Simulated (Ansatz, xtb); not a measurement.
## Relative energy of two isomers of C5H4N2S

We compare a, `Cc1nc(C#N)cs1`, a singlet, with b, `Cc1ncc(C#N)s1`, a singlet. Both are isolated molecules in the gas phase, relaxed with r2SCAN-D4/def2-SVP.

Problem. Estimate which is lower in electronic energy at CCSD(T)/def2-SVP + ΔMP2/def2-TZVPP, and by roughly how much.

Solution. CCSD(T)/def2-SVP + ΔMP2/def2-TZVPP gives E(b) − E(a) = +0.90 kJ/mol, slightly favouring structure a, which is too small a margin to settle the true order.

Level by level:

```
                             level            geometry  E(b) − E(a) (kJ/mol)  departure from the last row (kJ/mol)  job, with rough time for the two
                          GFN2-xTB            GFN2-xTB                   −5.18                                 −6.09              optimisation, 0.12 s
                         HF/STO-3G            GFN2-xTB                   +1.12                                 +0.22               single point, 0.5 s
      r2SCAN-D4/def2-SVP//GFN2-xTB            GFN2-xTB                   −4.40                                 −5.30               single point, 5.2 s
                r2SCAN-D4/def2-SVP  r2SCAN-D4/def2-SVP                   −4.17                                 −5.07                optimisation, 46 s
                       HF/def2-SVP  r2SCAN-D4/def2-SVP                   −0.19                                 −1.10           part of the CCSD(T) run
                      MP2/def2-SVP  r2SCAN-D4/def2-SVP                   +1.60                                 +0.70           part of the CCSD(T) run
                  CCSD(T)/def2-SVP  r2SCAN-D4/def2-SVP                   −0.64                                 −1.54                      single point
CCSD(T)/def2-SVP + ΔMP2/def2-TZVPP  r2SCAN-D4/def2-SVP                   +0.90                                                      single point, 93 s
```

As drawn, both hold the same kinds of bond in the same numbers.

The largest departure from CCSD(T)/def2-SVP + ΔMP2/def2-TZVPP is that of GFN2-xTB, 6.09 kJ/mol. The last row adds to CCSD(T) the change of the MP2 difference between the two basis sets, here +1.54 kJ/mol.

With thermal terms from frequencies at re-optimised GFN2-xTB minima (ideal gas, soft modes damped towards free rotors, one conformer each, 298.15 K, 1 atm): on the last row, ΔE + ΔZPE = +1.05, ΔH = +1.19, ΔG = +0.89 kJ/mol.

The correlated steps freeze 12 core orbitals. Programs: Ansatz 0.2.0, xtb 6.7.1; the last row on 2 threads of Arm Neoverse V2 on a shared host.
